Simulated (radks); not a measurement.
The numbers below are computed, except where a source is named.
Q: Radial electron density D(r) = 4 pi r^2 rho(r) of an atom or ion with 53 electrons. Code: a radial shooting solver on a logarithmic mesh with Libxc functionals. Model: Dirac Kohn-Sham, XLYP, spin-unpolarised, spherical densities, finite nucleus; Fermi nuclear charge, rms radius of each element as measured or else 0.836 A^(1/3) + 0.57 fm.

```
   r/bohr * D(r) (the largest magnitude, 91.1, reaches the edge; | marks zero)
 0.005069 |               *
 0.005901 |                   *
 0.006925 |                       *
 0.008062 |                           *
 0.009386 |                               *
  0.01093 |                                   *
  0.01282 |                                      *
  0.01493 |                                         *
  0.01738 |                                          *
  0.02023 |                                          *
  0.02374 |                                         *
  0.02764 |                                       *
  0.03217 |                                     *
  0.03746 |                                     *
  0.04396 |                                      *
  0.05117 |                                          *
  0.05957 |                                               *
  0.06991 |                                                    *
  0.08138 |                                                      *
  0.09474 |                                                    *
   0.1103 |                                               *
   0.1294 |                                         *
   0.1507 |                                      *
   0.1754 |                                        *
   0.2042 |                                           *
   0.2397 |                                             *
    0.279 |                                          *
   0.3248 |                                 *
   0.3811 |                      *
   0.4437 |                *
   0.5166 |               *
   0.6014 |                *
   0.7057 |                 *
   0.8215 |              *
   0.9564 |          *
    1.113 |      *
    1.307 |    *
    1.521 |   *
    1.771 |  *
    2.061 |  *
    2.419 | *
    2.816 |*
    3.279 |*
    3.848 *
    4.479 *
    5.214 *
     6.07 *
    7.124 *
```

What is the nuclear charge?

A: Z = 54. The innermost maximum, from 1s, lies near gamma/Z bohr with gamma = sqrt(1 - (Z/c)^2) = 0.919, here 0.017 bohr (found: 0.0187), and its height grows with Z. The density is that of the xenon ion Xe+ in [Kr] 4d10 5s2 5p5; the configuration itself is not fixed sharply by these data, and Z only to a few units. D(r) has 4 maxima, at r = 0.0187, 0.0820, 0.236, 0.673 bohr, and minima at 0.0366, 0.156, 0.492 bohr, inside which lie 2.03, 11.21, 28.96 electrons.
